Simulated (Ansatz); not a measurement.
Reactions of H$_{10}$Si$_{4}$, SMILES `[SiH3][SiH]([SiH3])[SiH3]`.

Calculated with Ansatz (gas phase, PBE0-D4/def2-TZVP geometries, no zero-point term in ΔE). CCSD(T)/CBS adds triple-zeta CCSD(T) − MP2 to the extrapolated MP2 energy (def2 sets, frozen cores). This one scheme is used for every species. Open shells (•) are unrestricted, without spin–orbit coupling. For Ga, Ge, Se outer-core shells are correlated without core-valence functions, which leaves a few kJ/mol of doubt a bond. Scalar relativity is left out up to krypton. Each species was taken in one conformer, which may not be the lowest.

| reaction | HF/CBS(def2) (eV) | CCSD(T)/CBS(def2) (eV) |
| --- | --- | --- |
| `[SiH3][SiH]([SiH3])[SiH3]` + H₂ → trisilane + SiH₄ | -0.45 | -0.06 |
| `[SiH3][SiH]([SiH3])[SiH3]` + `[OH][Ga]([OH])[SH]` → `[OH][Ga]([SH])[O][SiH3]` + trisilane | -1.25 | -0.89 |
| `[SiH3][SiH]([SiH3])[SiH3]` → `[SiH3]`• + `[SiH3][SiH][SiH3]`• | 2.29 | 3.34 |
| `[SiH3][SiH]([SiH3])[SiH3]` + `C[NH][GeH3]` → `C[N]([SiH3])[GeH3]` + trisilane | -0.59 | -0.43 |
| `[SiH3][SiH]([SiH3])[SiH3]` + `NC[SeH]` → `NC[Se][SiH3]` + trisilane | -0.65 | -0.58 |
| `[SiH3][SiH]([SiH3])[SiH3]` + `C=O` → `O=C[SiH]([SiH3])[SiH3]` + SiH₄ | 0.22 | 0.30 |
| `[SiH3][SiH]([SiH3])[SiH3]` + H₂O → `O[SiH]([SiH3])[SiH3]` + SiH₄ | -0.89 | -0.54 |
| `[SiH3][SiH]([SiH3])[SiH3]` → trisilane + `[SiH2]` | 2.26 | 2.59 |
| `[SiH3][SiH]([SiH3])[SiH3]` + CH₄ → `C[SiH]([SiH3])[SiH3]` + SiH₄ | 0.13 | 0.26 |
| `[SiH3][SiH]([SiH3])[SiH3]` + `N[SiH](O)F` → `O[SiH](F)N[SiH3]` + trisilane | -0.63 | -0.39 |

Largest T1 diagnostic: 0.016, for `O=C[SiH]([SiH3])[SiH3]`.
